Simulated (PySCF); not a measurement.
A structure optimised at B3LYP-D3(BJ)/def2-TZVP, used in a PySCF frequency run:

```xyz
6

C      0.3313     2.4451     0.0000
C     -0.5315     1.4459     0.0000
I      0.0271    -0.5790     0.0000
H      1.4025     2.2961     0.0000
H     -0.0315     3.4669     0.0000
H     -1.6037     1.5779     0.0000
```
Charge 0, spin multiplicity 1.

**Question.** Write its SMILES, formula and point group.

**Answer.** C=CI, C2H3I, Cs

**Question.** What are its rotational constants (standard atomic weights)?

**Answer.** 53.920, 3.2194, 3.0380 GHz
